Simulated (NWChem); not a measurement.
System meant: WNH₂SOCl; SMILES [NH]=[W]([Cl])([OH])=[S]

The following NWChem deck was run.

```
start job
memory heap 200 mb stack 900 mb global 1100 mb
geometry units angstroms noautoz
  W     -0.104119    -0.067645     0.029713
  N     -0.971260    -0.156740    -1.469083
  H     -1.161670    -0.485799    -2.411965
  S      1.444430    -1.537208    -0.001390
  Cl     0.819226     2.021799     0.165449
  O     -1.299621    -0.456992     1.423495
  H     -2.249904    -0.592579     1.334842
end
basis spherical
  W library def2-svp
  N library def2-svp
  H library def2-svp
  S library def2-svp
  Cl library def2-svp
  O library def2-svp
end
ecp
  W library def2-ecp
end
dft
  odft
  mult 2
  xc b3lyp
  iterations 150
  mulliken
end
task dft energy
```

End of the output:

```
 Summary of "ao basis" -> "" (spherical)
 ------------------------------------------------------------------------------
       Tag                 Description            Shells   Functions and Types
 ---------------- ------------------------------  ------  ---------------------
 W                          def2-svp                12       32   6s3p2d1f
 N                          def2-svp                 6       14   3s2p1d
 H                          def2-svp                 3        5   2s1p
 S                          def2-svp                 8       18   4s3p1d
 Cl                         def2-svp                 8       18   4s3p1d
 O                          def2-svp                 6       14   3s2p1d

                                 NWChem DFT Module
                                 -----------------

 Summary of "ao basis" -> "ao basis" (spherical)
 ------------------------------------------------------------------------------
       Tag                 Description            Shells   Functions and Types
 ---------------- ------------------------------  ------  ---------------------
 W                          def2-svp                12       32   6s3p2d1f
 N                          def2-svp                 6       14   3s2p1d
 H                          def2-svp                 3        5   2s1p
 S                          def2-svp                 8       18   4s3p1d
 Cl                         def2-svp                 8       18   4s3p1d
 O                          def2-svp                 6       14   3s2p1d

  number of electrons :                   64
  multiplicity        :                    2
 ------------------------------------------------------------------------
  no. of electrons and multiplicity not compatible                  64
 ------------------------------------------------------------------------
 ------------------------------------------------------------------------
  current input line :
    30: task dft energy
 ------------------------------------------------------------------------
 ------------------------------------------------------------------------
 There is an error in the input file
 ------------------------------------------------------------------------
 For more information see the NWChem manual at https://nwchemgit.github.io

0: no. of electrons and multiplicity not compatible:Received an Error in Communication
```

Problem. Can this run be used? If not, why, and what is the fix?

Solution. The input was rejected before any calculation. Cause: the multiplicity doesn't fit the number of electrons (an even count wants an odd multiplicity, and the reverse). This input runs:
```
start job
memory heap 200 mb stack 900 mb global 1100 mb
geometry units angstroms noautoz
  W     -0.104119    -0.067645     0.029713
  N     -0.971260    -0.156740    -1.469083
  H     -1.161670    -0.485799    -2.411965
  S      1.444430    -1.537208    -0.001390
  Cl     0.819226     2.021799     0.165449
  O     -1.299621    -0.456992     1.423495
  H     -2.249904    -0.592579     1.334842
end
basis spherical
  * library def2-svp
end
ecp
  W library def2-ecp
end
dft
  xc b3lyp
  iterations 150
  mulliken
end
task dft energy
```
It converges to -1056.51754 Ha (B3LYP/def2-SVP with def2 effective core potentials on W).
